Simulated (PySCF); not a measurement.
## Bi(OH)5: from a saddle point downhill

PySCF 2.14.0, RKS B3LYP, Bi def2-SVP with ECP60, O def2-SVP, H def2-SVP; non-relativistic Hamiltonian with scalar-relativistic core potentials where named; density fitting; no spin-orbit coupling. Relaxed within the symmetry of its start, the geometry (Cs) is

```xyz
11

Bi   -0.0185    0.0000   -0.0056
O    -0.2631    0.0000    2.0879
H     0.5903    0.0000    2.5502
O     2.1216    0.0000    0.1180
H     2.4459    0.0000    1.0323
O     0.1519    1.7648   -1.0936
H     1.1151    1.9134   -1.1239
O    -2.1029    0.0000   -0.0830
H    -2.3743    0.0000    0.8523
O     0.1519   -1.7648   -1.0936
H     1.1151   -1.9134   -1.1239
```

and its lowest harmonic modes are -236, 54, 97, 167, 174, 174 cm⁻¹ (negative: unstable). It was moved along the lowest mode and relaxed again.

Where does it end, and how much lower?

In C1, 0.037 eV lower, after 20 steps:
```xyz
11

Bi   -0.0184    0.0106    0.0402
O    -0.2568   -0.0561    2.1273
H     0.5892   -0.3633    2.4947
O     2.1070   -0.1341    0.2626
H     2.4457    0.5863    0.8188
O     0.2008    1.8009   -1.0096
H     1.1490    1.8382   -1.2276
O    -2.0973    0.1207   -0.1019
H    -2.4179   -0.0752    0.7962
O     0.1382   -1.7624   -1.0348
H     1.0934   -1.9540   -1.0490
```

How do the contacts change?


```tsv
contact	saddle (Å)	end (Å)
Bi1–O2 (OH)	2.108	2.102
Bi1–O4 (OH)	2.144	2.142
Bi1–O6 (OH)	2.080	2.087
Bi1–O8 (OH)	2.086	2.087
Bi1–O10 (OH)	2.080	2.079
```


Is the end a minimum?

Yes; lowest modes 58, 93, 142, 165, 175, 175 cm⁻¹.

State: singlet.
